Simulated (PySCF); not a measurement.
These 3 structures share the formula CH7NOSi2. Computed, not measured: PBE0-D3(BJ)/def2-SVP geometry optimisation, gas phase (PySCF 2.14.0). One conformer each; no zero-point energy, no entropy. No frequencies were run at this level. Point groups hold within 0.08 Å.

Problem. Rank from lowest to highest electronic energy at this level (kcal/mol).
A. `O=CN([SiH3])[SiH3]`
B. `[CH2:1]=[N:2][SiH2:3][O:4][SiH3:5]` with C1–N2–Si3–O4 127°, N2–Si3–O4–Si5 38°
C. `[O:1]=[CH:2][NH:3][SiH2:4][SiH3:5]` with O1–C2–N3–Si4 0°, C2–N3–Si4–Si5 0°

Solution. B (0.0), A (9.3), C (14.4).

As drawn, the lowest has a C=N bond and an Si–O bond, which the highest lacks; the highest has a C=O bond, an N–H bond and a C(=O)–N unit, which the lowest lacks.

| SMILES | E (Eh) | E rel (kcal/mol) | dipole (D) | point group | A, B, C (MHz) |
| --- | --- | --- | --- | --- | --- |
| C=N[SiH2]O[SiH3] | -750.58743 | 0.0 | 1.52 | C1 | 6591, 1626, 1382 |
| O=CN([SiH3])[SiH3] | -750.57268 | 9.3 | 2.67 | – | 4190, 2400, 1583 |
| O=CN[SiH2][SiH3] | -750.56443 | 14.4 | 3.32 | Cs | 4045, 2519, 1612 |

Problem. As an exercise, what shares would exp(−E/RT) give at 1000 K from these electronic energies alone (no entropy, no degeneracies)?

Solution. RT = 1.987 kcal/mol: C=N[SiH2]O[SiH3] 99.0 %, O=CN([SiH3])[SiH3] 0.9 %, O=CN[SiH2][SiH3] 0.1 %.
